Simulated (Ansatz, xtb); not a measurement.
# Relative energy of two isomers of C4H5NOSe

Structure I: `Cc1n[se]cc1O`, a singlet. Structure II: `OCc1cc[se]n1`, a singlet. Both are isolated molecules in the gas phase, relaxed with r2SCAN-D4/def2-SVP; the shapes shown needn't be the lowest conformers.

I (Å):

```xyz
12

C    -2.2383    1.0311    0.3986
C    -1.1565    0.0992   -0.0613
C     1.0421   -0.4363   -0.7144
C     0.1935    0.5603   -0.2989
N    -1.4236   -1.1726   -0.2588
O     0.5859    1.8472   -0.1292
Se    0.0898   -2.0243   -0.8078
H    -3.1789    0.4772    0.5114
H    -2.4045    1.8463   -0.3280
H    -1.9896    1.4882    1.3730
H     2.1002   -0.3291   -0.9531
H    -0.1741    2.3670    0.1643
```

II (Å):

```xyz
12

C    -1.9241    1.2794    0.3415
C    -0.9437    0.5108   -0.5070
C     0.2780   -0.0285    0.0163
C     1.0240   -0.6621   -0.9438
N    -1.2208    0.3529   -1.7842
O    -1.5862    1.1089    1.6990
Se    0.1369   -0.5657   -2.5681
H    -2.1889    1.6482    2.2238
H    -1.8833    2.3455    0.0331
H    -2.9445    0.9169    0.1049
H     0.5582    0.0612    1.0665
H     1.9873   -1.1590   -0.8150
```

Quicker runs give these differences E(II) − E(I): GFN2-xTB +48.8 kJ/mol; HF/STO-3G +31.3 kJ/mol (at GFN2-xTB geometries); r2SCAN-D4/def2-SVP//GFN2-xTB +30.3 kJ/mol.

Question: Estimate E(II) − E(I) at the level CCSD(T)/def2-SVP + ΔMP2/def2-TZVPP.

Answer: Calculated at CCSD(T)/def2-SVP + ΔMP2/def2-TZVPP: E(II) − E(I) = +16.2 kJ/mol, so structure I lies lower.

The same difference at several levels:

```csv
level,geometry,E(II) − E(I) (kJ/mol),departure from the last row (kJ/mol),"job, with rough time for the two"
GFN2-xTB,GFN2-xTB,+48.8,+32.6,"optimisation, 0.26 s"
HF/STO-3G,GFN2-xTB,+31.3,+15.1,"single point, 0.52 s"
r2SCAN-D4/def2-SVP//GFN2-xTB,GFN2-xTB,+30.3,+14.1,"single point, 4.7 s"
r2SCAN-D4/def2-SVP,r2SCAN-D4/def2-SVP,+30.0,+13.8,"optimisation, 54 s"
HF/def2-SVP,r2SCAN-D4/def2-SVP,+7.6,−8.6,part of the CCSD(T) run
MP2/def2-SVP,r2SCAN-D4/def2-SVP,+22.2,+6.0,part of the CCSD(T) run
CCSD(T)/def2-SVP,r2SCAN-D4/def2-SVP,+18.9,+2.7,single point
CCSD(T)/def2-SVP + ΔMP2/def2-TZVPP,r2SCAN-D4/def2-SVP,+16.2,,"single point, 98 s"
```

As drawn, both hold the same kinds of bond in the same numbers. Structure I has 1 methyl group, II 0.

The levels shown agree on the order. The largest departure from CCSD(T)/def2-SVP + ΔMP2/def2-TZVPP is that of GFN2-xTB, 32.6 kJ/mol. The last row adds to CCSD(T) the change of the MP2 difference between the two basis sets, here −2.7 kJ/mol.

With thermal terms from frequencies at re-optimised GFN2-xTB minima (ideal gas, soft modes damped towards free rotors, one conformer each, 298.15 K, 1 atm): the zero-point term adds −0.2 kJ/mol; ΔH is +15.9 and ΔG +13.5 kJ/mol.

The correlated steps freeze 15 core orbitals; the filled d shell of Se is correlated, in a basis made for valence electrons. Run with Ansatz 0.2.0, xtb 6.7.1; the last row on 4 threads of Arm Neoverse V1 on a shared host.
